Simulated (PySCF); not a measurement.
Start geometry of `Cc1cccc(Cl)c1` (3-chlorotoluene) from GFN2-xTB (Å):
```
atom  x, y, z in Å
C1     2.2326    0.0152   -0.0858
C2     0.7357   -0.0206   -0.0442
C3     0.0522   -1.2306   -0.0613
C4    -1.3294   -1.2623   -0.0024
C5    -2.0563   -0.0870    0.0738
C6    -1.3739    1.1177    0.0941
Cl7   -2.2632    2.5998    0.1937
C8     0.0081    1.1598    0.0364
H9     2.6252   -0.8433   -0.6253
H10    2.6320   -0.0122    0.9285
H11    2.5872    0.9257   -0.5623
H12    0.6090   -2.1543   -0.1217
H13   -1.8476   -2.2095   -0.0160
H14   -3.1336   -0.1016    0.1160
H15    0.5174    2.1111    0.0544
```

Q: What comes out of this run: PBE0-D3(BJ)/def2-SVP geometry optimisation, gas phase (PySCF)?

A: 
```
atom  x, y, z in Å
C1     1.948    0.309    0.060
C2     0.448    0.272    0.092
C3    -0.245   -0.944    0.073
C4    -1.636   -0.974    0.134
C5    -2.369    0.207    0.213
C6    -1.680    1.418    0.229
Cl7   -2.568    2.906    0.320
C8    -0.289    1.458    0.168
H9     2.360   -0.554   -0.481
H10    2.362    0.284    1.082
H11    2.320    1.226   -0.420
H12    0.315   -1.880    0.006
H13   -2.162   -1.932    0.116
H14   -3.459    0.200    0.259
H15    0.218    2.426    0.179
```

The energy falls by 0.85 kcal/mol over 5 energy and gradient evaluations, the largest force component goes from 0.0092 to 2.5e-04 Eh/bohr, and the atoms move by 0.021 Å rms after alignment. Among the bonds, C1–H9, C1–H10, C1–H11, C3–H12, C4–H13, C5–H14 and C8–H15 change most and about equally (+0.012 to +0.013 Å). Bonds longer at the end by more than 0.005 Å: 13 of 15; shorter: 0. Rotational constants go from 3383, 1203, 892.2 to 3337, 1191, 882.6 MHz. The orientation of the end geometry is arbitrary; only internal coordinates are fixed.

The run used 151 basis functions and 35 SCF cycles in all. On an Arm Neoverse V1 with one thread, on a shared host, this took 51 s of wall time and 0.73 GiB of memory at its peak.

Stationary, but not proved a minimum.
